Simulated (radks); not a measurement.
Results of a calculation; reference values are marked as such.
Coulomb parameter of the 4d shell of the cadmium ion Cd+ in the model configuration [Kr] 4d9.5 5s1.5, as a second difference U = [E(n + 0.5) + E(n - 0.5) - 2 E(n)] / (0.5)^2 with all orbitals relaxed. "Bare": the charge of the atom changes with n. "Screened": the 5s shell takes up the change at fixed total charge, which measures U(4d,4d) + U(5s,5s) - 2 U(4d,5s). Code: a radial shooting solver on a logarithmic mesh with Libxc functionals. Model: scalar-relativistic Kohn-Sham, PBEsol, spin-unpolarised, spherical densities, point nucleus.

| case | configuration | E - E(n) (eV) |
|---|---|---|
| start | [Kr] 4d9.5 5s1.5 | 0.000 |
| bare +0.5 | [Kr] 4d10 5s1.5 | -9.600 |
| bare -0.5 | [Kr] 4d9 5s1.5 | 13.001 |
| screened +0.5 | [Kr] 4d10 5s1 | -4.022 |
| screened -0.5 | [Kr] 4d9 5s2 | 4.643 |

U(bare) = 13.602 eV, U(screened by 5s) = 2.483 eV, against the Slater integral F0(4d,4d) = 19.790 eV with frozen orbitals.
